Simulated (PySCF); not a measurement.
NMR data simulated for an unnamed compound:

¹H NMR (300 MHz, computed): δ 8.43 (ddd, J = 5.4, 1.9, 1.8 Hz, 1H), 7.79 (m, 1H), 7.13 (ddd, J = 8.0, 5.4, 1.9 Hz, 1H), 6.89 (dd, J = 9.2, 4.4 Hz, 1H).

¹³C{¹H} NMR (computed): δ 176.7 (C, d, J = 305.0 Hz), 159.0 (CH, d, J = 12.7 Hz), 149.9 (CH, d, J = 4.8 Hz), 129.1 (CH), 117.2 (CH, d, J = 36.1 Hz).

- PBE0-D3(BJ)/def2-SVP geometry
- σ from GIAO-B3LYP/pcSseg-2
- B3LYP/pcJ-1 coupling constants (spin–dipole term only in couplings to heteroatoms)
- program: PySCF 2.14
- no solvent model, one computed conformer, no relativistic terms

Chemical shifts δ = σref − σ; ¹H and ¹³C vs TMS, all at this level.

Question: Which of these does the molecule contain: an amide, a heteroaromatic ring, a carboxylic acid, a (CH3)2CH unit?

Answer: 
- An amide: no.
- A heteroaromatic ring: yes.
- A carboxylic acid: no.
- A (CH3)2CH unit: no.

The data belong to 2-fluoropyridine, C$_{5}$H$_{4}$FN; they needn't prove each group on their own.

Carbon signals by region: 1 in the far downfield region (above 160 ppm), 4 in the sp2 and nitrile region (100–160 ppm). Above 160 ppm: 176.7, aromatic carbon bearing fluorine.

C–F couplings over four or more bonds (about 3 Hz to the para carbon of a fluoroarene) are left out. Common functionals overestimate the size of one-bond C–F couplings by tens of Hz; these are unscaled. Splittings below 1 Hz are ignored in the labels, and close J values are merged. Unscaled 3J(H,H) at this level run about 10 % above measured values. Shifts are as computed. Against solution values, carbons near 30 ppm lie about +3 ppm off and those near 130 ppm about +8 ppm. Of 1211 compounds with measured shifts, 218 miss one by over three times the rms of a fit or turn the order of signals round; such compounds aren't used in these exercises.
